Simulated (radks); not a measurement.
The numbers below are computed, except where a source is named.
Orbital eigenvalues (eV) of neutral lithium, [He] 2s1, at several levels of relativity; Dirac values are averaged over j with weights 2j + 1. Spin-unpolarised spherical Kohn-Sham, PBE, point nucleus unless stated (finite: rms radius 2.444 fm), a radial shooting solver on a logarithmic mesh with Libxc functionals. A level marked "c x" has the speed of light scaled by that factor.

shell       non-rel.  scalar-rel., finite nucleus  Dirac, c x 3  Dirac, c x 10  change of magnitude, last against first (%)
1s           -51.850                      -51.855       -51.851        -51.850                                        0.00
2s           -2.8740                      -2.8742       -2.8740        -2.8740                                        0.00
2p (empty)   -1.0901                      -1.0899       -1.0900        -1.0901                                        0.00
